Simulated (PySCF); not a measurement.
PySCF input for C₃H₇InO₂, SMILES C=C[CH2][In]([OH])[OH], B3LYP-D3(BJ)/def2-SVP. Geometry optimised at B3LYP-D3(BJ)/def2-SVP. The def2 effective core potentials stand for the cores of In; spin–orbit coupling is left out. Other conformers were not sampled.

```python
import numpy as np
from pyscf import gto, scf, dft, df
from pyscf.hessian import thermo

mol = gto.M(
    atom='''
    In    0.29378662    0.24927453    0.40681751
    C    -0.13728748   -1.60953652   -0.67193450
    C    -1.42829786   -1.52919289   -1.40592576
    C    -1.57188593   -1.32050809   -2.72187227
    H    -0.12770125   -2.39112238    0.10150667
    H     0.72426237   -1.75993137   -1.34001718
    H    -2.33381853   -1.63673221   -0.79417385
    H    -0.70544800   -1.20573978   -3.38213046
    H    -2.56026756   -1.26302385   -3.18419149
    O     1.47787970    0.33141595    2.02864030
    H     1.56007957    1.24323237    2.34394594
    O    -0.37422468    2.09996197   -0.03750104
    H    -0.95706357    2.10326700   -0.80971618
    ''',
    basis='def2-SVP',
    ecp={'In': 'def2-svp'},
    charge=0,
    spin=0,
    max_memory=1600,
    verbose=3,
)
mf = dft.RKS(mol, xc='b3lyp').density_fit(auxbasis='def2-universal-jkfit')
mf.disp = 'd3bj'
mf.grids.level = 3
mf.conv_tol = 1e-11
mf.max_cycle = 100
mf.kernel()

# [left out here: the lines that compute and print the analytic Hessian (its translational invariance restored by hand, since the grid's response is missing), thermochemistry and intensities]
```

Output:

```
converged SCF energy = -458.983642468315

WARN: DFTD3 does not support analytical Hessian, using finite difference


WARN: Mole.unit (angstrom) is changed to Bohr

Mode                                 0                   1                   2
Irrep
Freq [cm^-1]                       19.4200             45.4667            100.2893
Reduced mass [au]                   3.2727              5.0969              3.6958
Force const [Dyne/A]                0.0007              0.0062              0.0219
Char temp [K]                      27.9411             65.4165            144.2940
Normal mode                   x     y     z       x     y     z       x     y     z
       0  In                -0.01 -0.00  0.01    0.01 -0.02  0.01    0.04 -0.00 -0.01
       1   C                -0.08 -0.02  0.07    0.00 -0.02  0.00   -0.04  0.02 -0.01
       2   C                -0.02  0.05 -0.04    0.00  0.04  0.01   -0.04  0.09 -0.01
       3   C                 0.10 -0.00 -0.06   -0.01  0.15  0.03   -0.04 -0.08 -0.03
       4   H                -0.21  0.02  0.11   -0.01 -0.04 -0.02   -0.10  0.03  0.00
       5   H                -0.04 -0.13  0.15   -0.00 -0.01 -0.01   -0.06 -0.07 -0.01
       6   H                -0.08  0.15 -0.10    0.00 -0.01  0.01   -0.05  0.29  0.02
       7   H                 0.16 -0.10  0.01   -0.01  0.21  0.04   -0.03 -0.29 -0.06
       8   H                 0.14  0.05 -0.14   -0.01  0.19  0.04   -0.04 -0.01 -0.03
       9   O                 0.11  0.03 -0.08   -0.01  0.10  0.01   -0.07  0.03  0.07
      10   H                 0.14  0.04 -0.11   -0.05  0.12 -0.04   -0.13  0.04  0.07
      11   O                -0.04 -0.01  0.02   -0.05 -0.07 -0.10   -0.09 -0.04  0.04
      12   H                -0.08 -0.03  0.05   -0.05 -0.15 -0.10   -0.04 -0.05  0.01
Mode                                 3                   4                   5
Irrep
Freq [cm^-1]                      123.6117            138.9607            213.7881
[...]
       4   H                -0.01  0.03  0.02    0.03  0.03  0.03   -0.10  0.06 -0.04
       5   H                 0.01 -0.03  0.01    0.03  0.02  0.02   -0.21 -0.06 -0.18
       6   H                -0.00  0.01  0.01   -0.00 -0.03  0.00   -0.03  0.04 -0.12
       7   H                 0.01 -0.01  0.01    0.02 -0.64 -0.08   -0.18 -0.00 -0.30
       8   H                 0.01  0.03 -0.02    0.02 -0.53 -0.12   -0.11 -0.10  0.52
       9   O                -0.02  0.06 -0.02   -0.00  0.00 -0.00   -0.00  0.00 -0.00
      10   H                 0.54 -0.25  0.68    0.00 -0.00  0.00    0.02 -0.01  0.03
      11   O                 0.01  0.01  0.02   -0.00 -0.00 -0.00    0.00 -0.00  0.00
      12   H                 0.04 -0.29 -0.02   -0.00  0.02  0.00    0.00 -0.01  0.00
Mode                                18                  19                  20
Irrep
Freq [cm^-1]                     1013.1982           1045.2407           1089.2389
Reduced mass [au]                   1.1846              1.2548              1.3075
Force const [Dyne/A]                0.7165              0.8077              0.9140
Char temp [K]                    1457.7666           1503.8686           1567.1722
Normal mode                   x     y     z       x     y     z       x     y     z
       0  In                 0.00  0.00 -0.00    0.00  0.00 -0.00    0.00 -0.00  0.00
       1   C                -0.06  0.01 -0.05   -0.06  0.01 -0.04   -0.06 -0.10 -0.07
       2   C                 0.06  0.05  0.00    0.06 -0.08 -0.02   -0.00  0.04  0.01
       3   C                -0.02 -0.02  0.04   -0.02  0.01  0.04    0.01 -0.01 -0.00
       4   H                -0.37 -0.12 -0.18   -0.28 -0.15 -0.20    0.25  0.40  0.41
       5   H                 0.15  0.13  0.19    0.15  0.17  0.20    0.26  0.47  0.23
       6   H                 0.20 -0.56  0.10    0.17  0.54  0.25    0.03 -0.01  0.05
       7   H                 0.09 -0.32  0.13    0.09  0.22  0.22   -0.01  0.06 -0.01
       8   H                 0.03  0.28 -0.02    0.04 -0.19 -0.11   -0.01 -0.07  0.03
       9   O                -0.00  0.00  0.00   -0.00  0.00  0.00   -0.00  0.00 -0.00
      10   H                 0.00 -0.00  0.01   -0.00 -0.00  0.01    0.00 -0.00  0.01
      11   O                -0.00  0.00  0.00   -0.00 -0.00  0.00    0.00 -0.01  0.00
      12   H                 0.00 -0.00 -0.00    0.00 -0.02 -0.00    0.00 -0.00  0.00
Mode                                21                  22                  23
Irrep
Freq [cm^-1]                     1201.8750           1313.0359           1412.5666
Reduced mass [au]                   1.5921              1.2303              1.1259
Force const [Dyne/A]                1.3550              1.2497              1.3236
Char temp [K]                    1729.2305           1889.1663           2032.3689
Normal mode                   x     y     z       x     y     z       x     y     z
       0  In                -0.00 -0.00  0.00    0.00 -0.00 -0.00    0.00 -0.00 -0.00
       1   C                -0.09 -0.01  0.03    0.01 -0.01 -0.02    0.04 -0.02 -0.00
       2   C                 0.14  0.01 -0.01    0.06  0.01 -0.05    0.03 -0.02  0.07
       3   C                -0.07  0.00 -0.01   -0.06 -0.01  0.08   -0.01 -0.00  0.02
       4   H                 0.25  0.12  0.16   -0.03  0.04  0.02   -0.45  0.10  0.10
       5   H                -0.41 -0.07 -0.37    0.05  0.05  0.02   -0.09  0.30 -0.23
       6   H                 0.23 -0.03  0.11   -0.37  0.09 -0.68   -0.14  0.04 -0.16
       7   H                 0.10 -0.03  0.19    0.16 -0.06  0.37   -0.28  0.05 -0.35
       8   H                 0.05  0.03 -0.25   -0.04 -0.01  0.06    0.21  0.08 -0.46
       9   O                 0.00  0.00  0.00   -0.00  0.00  0.00   -0.00 -0.00 -0.00
      10   H                 0.01 -0.00  0.01    0.00 -0.00  0.00   -0.00  0.00 -0.00
      11   O                 0.00  0.00 -0.00   -0.00  0.00  0.00   -0.00 -0.00  0.00
      12   H                -0.00 -0.00 -0.00    0.00 -0.00 -0.00    0.00 -0.00 -0.00
Mode                                24                  25                  26
Irrep
Freq [cm^-1]                     1449.9631           1699.6756           3065.0385
Reduced mass [au]                   1.1881              4.6985              1.0582
Force const [Dyne/A]                1.4717              7.9973              5.8573
Char temp [K]                    2086.1740           2445.4548           4409.9079
Normal mode                   x     y     z       x     y     z       x     y     z
       0  In                 0.00 -0.00 -0.00    0.00  0.00  0.00    0.00  0.00  0.00
       1   C                 0.07 -0.03  0.04    0.02 -0.01  0.03    0.05 -0.04  0.00
       2   C                -0.04 -0.01 -0.05   -0.05  0.03 -0.19   -0.00 -0.00 -0.00
       3   C                 0.01  0.01 -0.04    0.02 -0.03  0.17   -0.00 -0.00  0.00
       4   H                -0.44  0.12  0.18    0.05  0.02  0.06    0.01  0.44 -0.46
       5   H                -0.18  0.33 -0.36   -0.04  0.02 -0.06   -0.57  0.09  0.45
       6   H                 0.09 -0.00  0.15    0.17 -0.01  0.10    0.02  0.00 -0.01
       7   H                 0.23 -0.03  0.25   -0.21  0.01 -0.09    0.01 -0.00 -0.01
       8   H                -0.18 -0.06  0.37    0.18  0.02 -0.09   -0.01  0.00 -0.00
       9   O                 0.00 -0.00 -0.00    0.00 -0.00  0.00   -0.00 -0.00 -0.00
      10   H                -0.00  0.00 -0.00   -0.00  0.00 -0.00   -0.00  0.00 -0.00
      11   O                -0.00 -0.00 -0.00   -0.00 -0.00 -0.00   -0.00  0.00 -0.00
      12   H                 0.00  0.00 -0.00    0.00 -0.00  0.00    0.00 -0.00  0.00
Mode                                27                  28                  29
Irrep
Freq [cm^-1]                     3120.7909           3131.5605           3138.2463
Reduced mass [au]                   1.0874              1.0698              1.1017
Force const [Dyne/A]                6.2399              6.1811              6.3929
Char temp [K]                    4490.1232           4505.6184           4515.2377
Normal mode                   x     y     z       x     y     z       x     y     z
       0  In                 0.00 -0.00  0.00   -0.00  0.00 -0.00   -0.00  0.00  0.00
       1   C                -0.02 -0.02  0.04    0.02  0.01 -0.03   -0.03 -0.03  0.06
       2   C                 0.05  0.01 -0.04   -0.00 -0.00  0.01   -0.04 -0.01  0.03
       3   C                -0.00  0.00 -0.02    0.01  0.01 -0.06    0.01  0.00 -0.02
       4   H                -0.00  0.27 -0.27    0.00 -0.19  0.19   -0.01  0.39 -0.38
       5   H                 0.24 -0.04 -0.18   -0.19  0.04  0.15    0.37 -0.07 -0.29
       6   H                -0.64 -0.08  0.43    0.05  0.01 -0.04    0.45  0.06 -0.31
       7   H                -0.15 -0.02  0.11   -0.58 -0.08  0.43   -0.20 -0.03  0.15
       8   H                 0.20 -0.01  0.09    0.47 -0.02  0.21    0.10 -0.01  0.04
       9   O                -0.00  0.00  0.00    0.00 -0.00 -0.00   -0.00 -0.00 -0.00
      10   H                 0.00  0.00  0.00    0.00  0.00 -0.00   -0.00  0.00 -0.00
      11   O                -0.00  0.00  0.00    0.00 -0.00 -0.00   -0.00  0.00  0.00
      12   H                 0.00  0.00 -0.00    0.00  0.00  0.00   -0.00 -0.00  0.00
Mode                                30                  31                  32
Irrep
Freq [cm^-1]                     3230.8323           3813.3218           3822.2661
Reduced mass [au]                   1.1162              1.0670              1.0672
Force const [Dyne/A]                6.8649              9.1412              9.1859
Char temp [K]                    4648.4483           5486.5210           5499.3898
Normal mode                   x     y     z       x     y     z       x     y     z
       0  In                -0.00 -0.00 -0.00   -0.00  0.00 -0.00    0.00  0.00  0.00
       1   C                -0.00  0.00 -0.00   -0.00 -0.00 -0.00   -0.00  0.00 -0.00
       2   C                 0.01  0.00 -0.01    0.00 -0.00  0.00   -0.00  0.00 -0.00
       3   C                 0.09  0.00  0.00   -0.00  0.00 -0.00    0.00 -0.00  0.00
       4   H                 0.00 -0.00  0.01   -0.00  0.00 -0.00    0.00  0.00  0.00
       5   H                -0.01  0.00  0.00   -0.00  0.00  0.00    0.00  0.00  0.00
       6   H                -0.07 -0.01  0.05   -0.00  0.00  0.00    0.00  0.00 -0.00
       7   H                -0.42 -0.06  0.33   -0.00 -0.00  0.00   -0.00  0.00 -0.00
       8   H                -0.69  0.04 -0.33   -0.00  0.00 -0.00    0.00  0.00  0.00
       9   O                -0.00 -0.00  0.00    0.01  0.06  0.02   -0.00 -0.00 -0.00
      10   H                 0.00  0.00 -0.00   -0.09 -0.91 -0.33    0.00  0.01  0.00
      11   O                -0.00  0.00  0.00    0.00  0.00  0.00    0.04 -0.00  0.05
      12   H                 0.00 -0.00 -0.00   -0.00  0.00 -0.00   -0.58  0.02 -0.77
temperature 298.1500 [K]
pressure 101325.00 [Pa]
Rotational constants [GHz] 4.32976 1.19634 0.97095
Symmetry number 1
Zero-point energy (ZPE) 0.09500 [Eh]   249422.754 [J/mol]
                           tot       elec      trans        rot        vib
Entropy [J/mol/K]       419.478      0.000    174.179    119.447    125.852
Cv [J/mol/K]            130.626      0.000     12.472     12.472    105.682
Cp [J/mol/K]            138.940      0.000     20.786     12.472    105.682
Internal energy [J/mol]                      3718.434   3718.434 267042.196
Internal energy [Eh]   -458.87910  -458.98364
Enthalpy [J/mol]                             6197.391   3718.434 267042.196
Enthalpy [Eh]          -458.87815
Gibbs free energy [J/mol]                  -45734.031 -31894.688 229519.323
Gibbs free energy [Eh] -458.92579
mode   freq/cm-1   IR/(km/mol)
   1       19.42         1.447
   2       45.47         2.981
   3      100.29         7.124
   4      123.61         8.071
   5      138.96        21.969
   6      213.79         3.301
   7      294.42       122.972
   8      324.04        63.133
   9      385.58         4.947
  10      459.12         3.969
  11      584.61        71.152
  12      595.71        89.667
  13      682.87         9.688
  14      730.64         8.541
  15      780.13        68.678
  16      813.20        78.705
  17      916.78        35.893
  18      944.74         4.059
  19     1013.20         5.988
  20     1045.24         9.830
  21     1089.24         8.726
  22     1201.87        15.577
  23     1313.04         1.103
  24     1412.57         2.945
  25     1449.96         4.880
  26     1699.68        22.771
  27     3065.04         4.052
  28     3120.79         7.457
  29     3131.56         4.880
  30     3138.25         6.221
  31     3230.83         8.754
  32     3813.32        48.643
  33     3822.27        28.608
max |gradient| / (hartree/bohr): 0.00011047613377288191
APT charges: [ 1.3039 -0.1775  0.1022 -0.1613 -0.0032 -0.0162  0.0064  0.022   0.0421
 -0.7964  0.217  -0.7461  0.207 ]
```

Self-consistency was reached.

Cost: around 7 core-minutes (rough).
